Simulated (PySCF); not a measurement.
BeCl, SMILES [Cl][Be], multiplicity 2. Atoms are numbered in the order given.

```xyz
2

Be     0.0000     0.0000    -1.4683
Cl     0.0000     0.0000     0.3455
```
Charge 0, spin multiplicity 2.

The structure is a stationary point at B3LYP-D3(BJ)/def2-TZVPD. The spin state was assumed, not searched.

Method: B3LYP-D3(BJ)/def2-TZVPD (PySCF).

Frequencies are harmonic and unscaled.

Q: Estimate the vibrational spectrum. (Estimate from the structure and the level; the computed values follow.)

A: 
| mode | ν (cm⁻¹) | IR (km/mol) | moving atoms (share of kinetic energy) |
|---|---|---|---|
| 1 | 818 | 128.1 | Be 80 %, Cl 20 % |
